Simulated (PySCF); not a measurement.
A calculated (B97-3, PySCF 2.14, ANO-RCC-VTZP, scalar relativity by spin-free X2C-1e) atom or ion has these occupied shells.

```tsv
shell	electrons	orbital energy (eV)	rms radius, mean of both spins (bohr)
1s α	1	-7048.1	0.0675
1s β	1	-7048.0	0.0675
2s α	1	-846.16	0.289
2s β	1	-843.14	0.289
2p α	3	-721.02	0.261
2p β	3	-718.42	0.261
3s α	1	-110.64	0.868
3s β	1	-103.50	0.868
3p α	3	-74.958	0.922
3p β	3	-67.167	0.922
3d α	5	-18.935	1.14
4s α	1	-8.778	3.01
4s β	1	-7.195	3.01
4p α	1	-3.666	3.79
```

Task: Name the element and its charge.

Result: Fe (iron, neutral), in [Ar] 3d5 4s2 4p1, high-spin 7P determinant (an excited configuration).
